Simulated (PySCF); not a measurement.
H₂BrFGaN, singlet, geometry from GFN2-xTB (such geometries of metal compounds can be far from the true shape), with bond 2-1 at 1.4 times its length; PySCF with CASCI(2,4)+NEVPT2/STO-3G.

Input for PySCF:
```python
from pyscf import gto, scf, mcscf, mrpt
import numpy

mol = gto.Mole()
mol.atom = '''
    Ga    0.21503937    0.28069249   -0.64392644
    F     2.52013675   -0.14103588   -1.35428923
    Br   -0.45103300   -0.61048521    1.32634230
    N    -0.77436020    1.42229545   -1.68199052
    H    -1.78306188    1.32089013   -1.69982567
    H    -0.43031950    1.57343516   -2.62454559
'''
mol.basis = 'sto-3g'
mol.verbose = 4
mol.build()

mf = scf.RHF(mol)
mf.kernel()
mc = mcscf.CASCI(mf, 4, 2)
mc.fix_spin_(ss=0.0)
mc.kernel()
occ = numpy.linalg.eigvalsh(mc.fcisolver.make_rdm1(mc.ci, mc.ncas, mc.nelecas))[::-1]
ss = mc.fcisolver.spin_square(mc.ci, mc.ncas, mc.nelecas)[0]
print('natural occupations', occ.round(4), ' <S^2>', round(ss, 4))
e2 = mrpt.NEVPT(mc).kernel()
print('E(NEVPT2) = %.10f' % (mc.e_tot + e2))
```

The log (banner, timings and long lists left out):

```
PySCF version 2.14.0

[INPUT] verbose = 4
[INPUT] num. atoms = 6
[INPUT] num. electrons = 84
[INPUT] charge = 0
[INPUT] spin (= nelec alpha-beta = 2S) = 0
[INPUT] symmetry False subgroup None
[INPUT] Mole.unit = angstrom
[INPUT] Symbol           X                Y                Z      unit          X                Y                Z       unit  Magmom
[...]
nuclear repulsion = 494.936533673655
number of shells = 24
number of NR pGTOs = 144
number of NR cGTOs = 48
basis = sto-3g
ecp = {}

******** <class 'pyscf.scf.hf.RHF'> ********
method = RHF
initial guess = minao
damping factor = 0
level_shift factor = 0
DIIS = <class 'pyscf.scf.diis.CDIIS'>
diis_start_cycle = 1
diis_space = 8
diis_damp = 0
SCF conv_tol = 1e-09
SCF conv_tol_grad = None
SCF max_cycles = 50
direct_scf = True
direct_scf_tol = 1e-13
Set gradient conv threshold to 3.16228e-05
Initial guess from minao.
init E= -4591.94853715666
[...]
cycle= 1 E= -4598.23631536591  delta_E= -6.29  |g|= 0.497  |ddm|= 2.86
[...]
cycle= 2 E= -4598.40583623825  delta_E= -0.17  |g|= 0.269  |ddm|= 1.54
[...]
cycle= 3 E= -4598.44287982608  delta_E= -0.037  |g|= 0.0759  |ddm|= 0.592
[...]
cycle= 4 E= -4598.44793209633  delta_E= -0.00505  |g|= 0.0235  |ddm|= 0.211
[...]
cycle= 5 E= -4598.44862720546  delta_E= -0.000695  |g|= 0.00833  |ddm|= 0.0997
[...]
cycle= 6 E= -4598.44870962113  delta_E= -8.24e-05  |g|= 0.00452  |ddm|= 0.0285
[...]
cycle= 7 E= -4598.44875684708  delta_E= -4.72e-05  |g|= 0.0021  |ddm|= 0.031
[...]
cycle= 8 E= -4598.44876886313  delta_E= -1.2e-05  |g|= 0.00106  |ddm|= 0.0151
[...]
cycle= 9 E= -4598.44877323154  delta_E= -4.37e-06  |g|= 0.000513  |ddm|= 0.0105
[...]
cycle= 10 E= -4598.44877427286  delta_E= -1.04e-06  |g|= 0.000226  |ddm|= 0.00557
[...]
cycle= 11 E= -4598.44877445212  delta_E= -1.79e-07  |g|= 0.000101  |ddm|= 0.00246
[...]
cycle= 12 E= -4598.44877448164  delta_E= -2.95e-08  |g|= 4.34e-05  |ddm|= 0.000876
[...]
cycle= 13 E= -4598.44877448632  delta_E= -4.68e-09  |g|= 2.38e-05  |ddm|= 0.00029
[...]
cycle= 14 E= -4598.44877448811  delta_E= -1.79e-09  |g|= 8.66e-06  |ddm|= 0.000219
[...]
cycle= 15 E= -4598.44877448828  delta_E= -1.69e-10  |g|= 2.99e-06  |ddm|= 7.09e-05
[...]
Extra cycle  E= -4598.4487744883  delta_E= -2e-11  |g|= 2.1e-06  |ddm|= 9.23e-06
converged SCF energy = -4598.4487744883

******** <class 'pyscf.mcscf.casci.CASCI'> ********
CAS (1e+1e, 4o), ncore = 41, nvir = 3
natorb = False
canonicalization = True
sorting_mo_energy = False
******** <class 'pyscf.fci.addons.SpinPenaltyFCISolver'> ********
max. cycles = 200
conv_tol = 1e-08
davidson only = True
linear dependence = 1e-12
level shift = 0.001
max iter space = 12
nroots = 1
pspace_size = 400
spin = None
Density matrix diagonal elements [1.84012463 0.04775189 0.10788476 0.00423872]
CASCI converged
CASCI E = -4598.48902549016  E(CI) = -1.00643950547965  S^2 = 0.0000000
natural occupations [1.8419e+00 1.5760e-01 3.0000e-04 1.0000e-04]  <S^2> 0.0

******** <class 'pyscf.mrpt.nevpt2.NEVPT'> ********
NEVPT2 (1e+1e, 4o), ncore = 41, nvir = 3
root = 0
Natural occ [1.84193198e+00 1.57625609e-01 3.27574595e-04 1.14837540e-04]
Natural orbital (expansion on meta-Lowdin AOs) in CAS space
               #1        #2        #3        #4
0 Ga 1s          0.00010  -0.00123   0.00072  -0.00013
0 Ga 2s          0.00075  -0.00352   0.00064  -0.00008
0 Ga 3s         -0.00216   0.02672  -0.01260   0.00229
0 Ga 4s         -0.03468   0.49479  -0.34886   0.05935
0 Ga 2px        -0.00028   0.00044   0.00073   0.00017
0 Ga 2py         0.00004  -0.00012   0.00017   0.00068
0 Ga 2pz         0.00005  -0.00008  -0.00052   0.00051
0 Ga 3px         0.00678  -0.01109  -0.01582  -0.00490
0 Ga 3py        -0.00240   0.00398  -0.00476  -0.01780
0 Ga 3pz         0.00114   0.00111   0.01148  -0.01254
0 Ga 4px        -0.31325   0.44534   0.59741   0.21618
0 Ga 4py         0.04086  -0.11041   0.12595   0.72858
0 Ga 4pz         0.03278  -0.10697  -0.33652   0.50687
0 Ga 3dxy        0.18416  -0.07606   0.03533  -0.01368
0 Ga 3dyz        0.42103  -0.19096   0.16978   0.00617
0 Ga 3dz^2      -0.19629   0.08734  -0.10197  -0.01081
0 Ga 3dxz       -0.17875   0.03326   0.00013  -0.03225
0 Ga 3dx2-y2     0.06654  -0.00810   0.01252  -0.03041
1 F 1s          -0.00022   0.00133   0.00067  -0.00005
1 F 2s           0.04071  -0.08405  -0.04098   0.00277
1 F 2px          0.59156   0.56310   0.11361  -0.02138
1 F 2py         -0.10471  -0.09986  -0.03811  -0.05319
1 F 2pz         -0.18057  -0.18191  -0.02544  -0.03536
2 Br 1s         -0.00001   0.00008  -0.00015   0.00002
2 Br 2s         -0.00017  -0.00094   0.00295  -0.00051
2 Br 3s          0.00162  -0.00615   0.00849  -0.00128
2 Br 4s         -0.00731  -0.05143   0.16498  -0.02814
2 Br 2px         0.00058  -0.00025   0.00007  -0.00013
2 Br 2py        -0.00015  -0.00007   0.00030  -0.00033
2 Br 2pz         0.00004   0.00029  -0.00067  -0.00006
2 Br 3px        -0.00831   0.00466  -0.00153   0.00244
2 Br 3py         0.00238   0.00137  -0.00638   0.00634
2 Br 3pz        -0.00093  -0.00545   0.01394   0.00079
2 Br 4px         0.41575  -0.16747   0.04295  -0.08448
2 Br 4py        -0.11017  -0.04498   0.18906  -0.21823
2 Br 4pz         0.02728   0.18930  -0.42606  -0.04185
2 Br 3dxy        0.00038  -0.00138   0.00191  -0.00277
2 Br 3dyz        0.00151   0.00096  -0.00994   0.00508
2 Br 3dz^2      -0.00148  -0.00177   0.01090   0.00287
2 Br 3dxz       -0.00112   0.00373  -0.00400   0.00170
2 Br 3dx2-y2     0.00095  -0.00102  -0.00218   0.00180
3 N 1s           0.00033   0.00115  -0.00236   0.00076
3 N 2s           0.00447  -0.10142   0.16802  -0.10453
3 N 2px          0.07192  -0.07578   0.08263  -0.04816
3 N 2py         -0.14701   0.13237  -0.14904  -0.24624
3 N 2pz         -0.00107  -0.05802   0.04838  -0.12754
4 H 1s          -0.06046   0.09213   0.03168   0.05625
5 H 1s           0.01683  -0.00516  -0.16401   0.06268
<CAS-nat-orb|mo-hf>  42     42       0.99949012
<CAS-nat-orb|mo-hf>  43     43      -0.54961551
<CAS-nat-orb|mo-hf>  43     44       0.82483827
<CAS-nat-orb|mo-hf>  44     45       0.97653144
<CAS-nat-orb|mo-hf>  45     43       0.80762247
<CAS-nat-orb|mo-hf>  45     44       0.56492450
Sr    (-1)',   E = -0.00020913721992
Si    (+1)',   E = -0.03532395115329
Sijrs (0)  ,   E = -0.03862465456224
Sijr  (+1) ,   E = -0.02807002704382
Srsi  (-1) ,   E = -0.00074048357811
Srs   (-2) ,   E = -0.00000172002246
Sij   (+2) ,   E = -0.02359188306442
Sir   (0)' ,   E = -0.00495266497960
Nevpt2 Energy = -0.131514521623862
E(NEVPT2) = -4598.6205400118
```
